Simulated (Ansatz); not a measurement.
Ansatz (a first-principles code) input:

Ansatz 0.2 input:
```yaml
crystal:
  periodic: [false, false, false]
  atoms:
    - {symbol: La, position_ang: [0.54756850, 0.07415752, 0.04164280]}
    - {symbol: Cl, position_ang: [-1.01611750, 1.37219974, -1.44442643]}
    - {symbol: Cl, position_ang: [-0.81984747, -1.62084554, 1.30480056]}
basis:
  gaussian:
    orbitals: def2-TZVP
hamiltonian:
  xc: b3lyp
  dispersion: d3bj
total_charge: 1
phonons: {temperatures: {t_min: 298.15, t_max: 298.15, t_step: 100}}
```

Which total energy does the run end on?

-951.97500 Eh (B3LYP-D3(BJ)/def2-TZVP). The basis has 114 functions.

The spin state was set by rule; other spins were not relaxed.
